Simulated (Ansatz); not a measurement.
A nudged elastic band was laid between two geometries of C$_{3}$H$_{7}$AlBCl (13 atoms, charge 0, multiplicity 1).

Theory: Ansatz, RKS r2SCAN-D4/STO-3G.

```
movable images  : 4
climbing image  : no
spring          : 5.0 eV/Å²
optimiser       : quadratic models (default)
start path      : through a guess of the saddle point
force threshold : 0.05 eV/Å
iteration limit : 47
end points      : relaxed
```

Image 0:

```xyz
13
Properties=species:S:1:pos:R:3
C -0.731 -1.291 1.529
Al 0.829 -0.738 0.597
Cl 2.650 -1.644 1.051
C 0.853 0.591 -0.737
B -0.138 0.523 -1.875
C -0.354 1.583 -0.799
H -0.539 -2.117 2.220
H -1.516 -1.619 0.837
H -1.157 -0.469 2.116
H 1.855 0.980 -0.960
H -0.449 0.047 -2.893
H -0.156 2.633 -1.045
H -1.125 1.486 -0.026
```

Image 5:

```xyz
13
Properties=species:S:1:pos:R:3
C -0.743 -1.325 1.490
Al 0.812 -0.806 0.532
Cl 2.599 -1.821 0.881
C 0.857 0.578 -0.744
B -0.184 0.621 -1.839
C -0.293 1.637 -0.706
H -1.117 -0.506 2.117
H -0.569 -2.182 2.148
H -1.560 -1.595 0.810
H 1.868 0.923 -0.996
H -0.566 0.212 -2.861
H -0.047 2.686 -0.911
H -1.035 1.544 0.095
```

Problem. What changes between the two ends?

Solution. No bond is made or broken. The dihedral H8–C1–Al2–Cl3 goes from -124 to -2°. The two ends are copies of one structure, up to a mirror image or an exchange of like atoms.

Problem. What energy profile does the band end with?

Solution. The run converged. The highest image is number 2 of 0 to 5, 0.002 eV above the ends, which have the same energy within 2 meV. The top lies less than 8 meV above the higher end, about what the thresholds resolve: that end is a shoulder or a very shallow well. No image climbed, so the highest image needn't sit at the top of the path. Limits of this set-up: minimal basis.

| image | path coordinate (Å) | energy (eV) | dihedral H8–C1–Al2–Cl3 (°) |
| --- | --- | --- | --- |
| 0 | 0.00 | 0.000 | -124 |
| 1 | 0.71 | 0.001 | -99 |
| 2 | 1.43 | 0.002 | -74 |
| 3 | 2.14 | 0.001 | -50 |
| 4 | 2.85 | 0.000 | -26 |
| 5 | 3.57 | 0.000 | -2 |

Problem. What is the geometry of the highest image?

Solution. 
```xyz
13
Properties=species:S:1:pos:R:3
C -0.743 -1.332 1.512
Al 0.799 -0.777 0.554
Cl 2.594 -1.775 0.913
C 0.849 0.596 -0.736
B -0.170 0.604 -1.850
C -0.303 1.652 -0.749
H -0.532 -1.488 2.576
H -1.128 -2.286 1.128
H -1.560 -0.605 1.442
H 1.864 0.938 -0.972
H -0.534 0.161 -2.865
H -0.054 2.694 -0.980
H -1.060 1.583 0.041
```

Run time: 2.2 min on 1 thread of Arm Neoverse V2, on a shared host, peak memory 0.13 GiB.
